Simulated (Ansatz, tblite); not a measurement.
Forces on Cu4S2 at its r2SCAN-D4/def2-SVP geometry. Charge 0, multiplicity 1.

The xTB rows come from tblite. Another isomer (singlet) lies 0.04 eV lower at PBE0-D4/def2-TZVP; other spin states weren't run for this one.

GFN1-xTB (tblite), largest force 0.83 eV/Å:

```xyz
6
positions Å, forces eV/Å
Cu    1.125    0.433   -0.430    0.710    0.261   -0.250
Cu    0.323   -0.486    1.579    0.109   -0.159    0.811
Cu   -0.874   -0.838   -0.413   -0.542   -0.536   -0.243
Cu   -0.861    1.338   -1.411   -0.237    0.370    0.000
S    -0.866    1.366    0.742   -0.079    0.125   -0.266
S     1.153   -1.813   -0.066    0.039   -0.061   -0.052
```

GFN2-xTB (tblite), largest force 1.03 eV/Å:

```
Cu 0.877 0.396 -0.379
Cu 0.141 -0.210 0.732
Cu -0.734 -0.630 -0.366
Cu -0.078 0.119 -0.387
S -0.093 0.149 0.360
S -0.113 0.175 0.039
```

PBE-D4/def2-TZVP (Ansatz), largest force 0.75 eV/Å:

```
Cu 0.712 0.160 -0.161
Cu 0.072 -0.105 0.593
Cu -0.450 -0.577 -0.151
Cu -0.271 0.421 -0.289
S 0.025 -0.038 0.001
S -0.089 0.140 0.007
```
